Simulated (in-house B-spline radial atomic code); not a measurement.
## The lead ion Pb⁵⁺: [Xe] 4f14 5d9

Level of theory: Dirac-Kohn-Sham PBEsol, spherical fractional occupations, Fermi nucleus of rms radius 5.5012 fm; calculated with an all-electron radial atomic-structure program (B-spline basis).

Screening seen three ways: the hydrogenic charge with the same mean radius, Z_r = [3n² - l(l+1)]/(2<r>), the one with the same energy, Z_e = n√(-2ε), and Slater's rules. Values are occupation-weighted means over j. An effective charge above Z reflects the relativistic contraction of the inner shells.

| shell | electrons | ε (eV) | <r> (bohr) | Z_r | Z_e | Slater |
| --- | --- | --- | --- | --- | --- | --- |
| 1s | 2 | -87948 | 0.01606 | 93.39 | 80.40 | 81.70 |
| 2s | 2 | -15768 | 0.06694 | 89.64 | 68.09 | 77.85 |
| 2p | 6 | -13695 | 0.06083 | 82.20 | 63.45 | 77.85 |
| 3s | 2 | -3830.3 | 0.174 | 77.57 | 50.34 | 70.75 |
| 3p | 6 | -3225.6 | 0.1753 | 71.30 | 46.19 | 70.75 |
| 3d | 10 | -2538.4 | 0.1599 | 65.65 | 40.98 | 60.85 |
| 4s | 2 | -913.17 | 0.3843 | 62.46 | 32.77 | 54.25 |
| 4p | 6 | -712.28 | 0.4084 | 56.32 | 28.94 | 54.25 |
| 4d | 10 | -460.89 | 0.4312 | 48.70 | 23.28 | 42.85 |
| 5s | 2 | -202.93 | 0.8512 | 44.06 | 19.31 | 24.35 |
| 4f | 14 | -192.48 | 0.4539 | 39.65 | 15.04 | 31.45 |
| 5p | 6 | -146.09 | 0.9646 | 37.84 | 16.38 | 24.35 |
| 5d | 9 | -78.038 | 1.226 | 28.15 | 11.97 | 11.20 |

The least bound orbital is 5d5/2 at -76.88 eV, and it is also the most diffuse (<r> = 1.24 bohr).

Spin-orbit splittings of the orbital energies (j = l + 1/2 above j = l - 1/2 when positive): 2p 2188 eV, 3p 488.2 eV, 3d 103.9 eV, 4p 119.6 eV, 4d 22.34 eV, 4f 5.04 eV, 5p 22.8 eV, 5d 2.903 eV.

For the 1s electron the small component carries 9.77 % of the norm, the zero-frequency Breit interaction raises the level by 343.4 eV, self-energy by 223 eV, and vacuum polarisation lowers it by 47.58 eV.
